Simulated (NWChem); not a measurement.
Molecule: MoSOF2; SMILES [O]=[Mo]([F])([F])=[S]

```xyz
5

Mo     0.0444     0.2231     0.0000
O      1.6638     0.5712     0.0000
S     -0.1362    -1.8691     0.0000
F     -0.7220     0.8870     1.5270
F     -0.7220     0.8870    -1.5270
```
Atoms are numbered in this order, from 1.

All runs: NWChem. Coordinates come from a PBE0/def2-SVP optimisation. def2 effective core potentials on Mo; no spin-orbit coupling. Ions are spin-unrestricted doublets at the neutral geometry; other ion states weren't tried.

Question: Estimate the computed values for B3LYP/def2-SVP. Quantities: vertical ionisation energy, ΔSCF (eV); −ε(HOMO) (eV).

Answer: 
```json
{
  "vertical ionisation energy, ΔSCF (eV)": "10.70",
  "−ε(HOMO) (eV)": "8.19"
}
```
